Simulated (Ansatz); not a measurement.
Job for Ansatz (a first-principles code): R-BHLYP/def2-TZVPPD on C4H6O (a complex). Files ending in .json are basis or fitting sets from the Basis Set Exchange.

Ansatz 0.2 input:
```yaml
crystal:
  periodic: [false, false, false]
  atoms:
    - {symbol: C, position_ang: [0.45952735, -0.10697570, 0.24635210]}
    - {symbol: O, position_ang: [-0.49701243, 0.48403125, 0.30112565]}
    - {symbol: C, position_ang: [1.12950769, -0.67115626, 3.57029724]}
    - {symbol: C, position_ang: [-0.16874337, -0.47006322, 3.75736122]}
    - {symbol: C, position_ang: [-0.84839530, 0.86061578, 3.71749917]}
    - {symbol: H, position_ang: [1.80807772, 0.15207952, 3.37585419]}
    - {symbol: H, position_ang: [1.56225903, -1.66256075, 3.60311412]}
    - {symbol: H, position_ang: [-0.80914330, -1.32757355, 3.94773269]}
    - {symbol: H, position_ang: [-1.36883230, 1.06426858, 4.65755317]}
    - {symbol: H, position_ang: [-0.13680307, 1.66750095, 3.53724494]}
    - {symbol: H, position_ang: [-1.60395341, 0.88912959, 2.92682473]}
basis:
  gaussian:
    orbitals: def2-TZVPPD.json
hamiltonian:
  xc: {name: BHLYP}
scf: {lower_state_search: off}
```

The head of its log:

```
WARN ansatz: RAYON_NUM_THREADS=1 ignored (pool sized by the plan → 1); use --threads N
Functional definition: BHLYP
these checks for a lower state are left out or cut short: stability, starts, cluster_reference, orbital_swaps, neighbouring_geometries, increment
integrals: 0.20 GiB planned
1477 factors; their error is unknown
mean field: 2.03 GiB planned
mean field evaluation 1: about -6284.1298 eV, gradient 5.6e1 eV
mean field evaluation 2: about -6283.8941 eV, gradient 5.9e1 eV
```

Q: Predict the final total energy.

A: -231.1783 hartree.
